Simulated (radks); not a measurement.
All-electron atom: Eu4+ in [Xe] 4f5 (the NIST ground configuration).

All-electron calculation, non-relativistic Kohn-Sham, revPBE, spin-polarised, spherical densities, point nucleus; open shells are filled with parallel spins first (spin-orbit coupling, left out, can overturn this in heavy ions); relativity is left out, which matters for an element this heavy. Program: a radial shooting solver on a logarithmic mesh with Libxc functionals.

Energy parts (eV):
| part | energy |
|---|---|
| total | -283630.97 |
| kinetic | 283547.64 |
| electron-nucleus | -669912.81 |
| Hartree | 109031.95 |
| exchange-correlation | -6297.75 |

Orbitals (lengths in bohr, moments of r in powers of bohr; r(max) is where P^2 peaks; r(90%) holds 90 % of the orbital's charge):
| orbital | occ. | eigenvalue (eV) | <r> | r(90%) | <r^2> | r(max) |
|---|---|---|---|---|---|---|
| 1s up | 1 | -45600.48 | 0.02408 | 0.0428 | 0.0007753 | 0.01596 |
| 1s down | 1 | -45600.48 | 0.02408 | 0.0428 | 0.0007753 | 0.01596 |
| 2s up | 1 | -7276.187 | 0.1026 | 0.157 | 0.01235 | 0.08752 |
| 2s down | 1 | -7276.129 | 0.1026 | 0.157 | 0.01235 | 0.08752 |
| 2p up | 3 | -6918.121 | 0.08707 | 0.141 | 0.009196 | 0.06817 |
| 2p down | 3 | -6918.089 | 0.08707 | 0.141 | 0.009196 | 0.06817 |
| 3s up | 1 | -1638.926 | 0.2656 | 0.388 | 0.08037 | 0.2443 |
| 3s down | 1 | -1636.450 | 0.2653 | 0.388 | 0.08024 | 0.2441 |
| 3p up | 3 | -1480.360 | 0.2554 | 0.381 | 0.07539 | 0.2315 |
| 3p down | 3 | -1478.106 | 0.2551 | 0.381 | 0.07524 | 0.2314 |
| 3d up | 5 | -1185.028 | 0.2270 | 0.353 | 0.06049 | 0.1852 |
| 3d down | 5 | -1183.408 | 0.2268 | 0.352 | 0.06033 | 0.1850 |
| 4s up | 1 | -364.0069 | 0.5975 | 0.856 | 0.4023 | 0.5576 |
| 4s down | 1 | -359.2680 | 0.5977 | 0.856 | 0.4025 | 0.5575 |
| 4p up | 3 | -302.3417 | 0.6115 | 0.887 | 0.4246 | 0.5634 |
| 4p down | 3 | -297.6133 | 0.6119 | 0.888 | 0.4251 | 0.5633 |
| 4d up | 5 | -192.6704 | 0.6462 | 0.967 | 0.4830 | 0.5714 |
| 4d down | 5 | -187.9701 | 0.6473 | 0.969 | 0.4850 | 0.5714 |
| 5s up | 1 | -83.5575 | 1.384 | 1.97 | 2.142 | 1.269 |
| 5s down | 1 | -81.6657 | 1.402 | 2.00 | 2.196 | 1.282 |
| 5p up | 3 | -65.5663 | 1.515 | 2.18 | 2.577 | 1.367 |
| 5p down | 3 | -64.0777 | 1.537 | 2.21 | 2.652 | 1.384 |
| 4f up | 5 | -59.2246 | 0.7872 | 1.30 | 0.7693 | 0.5642 |
| 4f down | 0 | -54.8527 | 0.8050 | 1.34 | 0.8120 | 0.5665 |

The highest occupied level is 4f up at -59.225 eV. Spin moment in Bohr magnetons: 5. The spin density at the nucleus is 0.247 e/bohr^3 (1s 0.003, 2s -0.268, 3s -3.960, 4s 1.013, 5s 3.459). The electron density at the nucleus is 1.779e+05 e/bohr^3. Summed over all electrons, <r^2> = 33.36 bohr^2, which gives a Langevin (diamagnetic) susceptibility term of -26.4 x 10^-6 cm^3/mol.
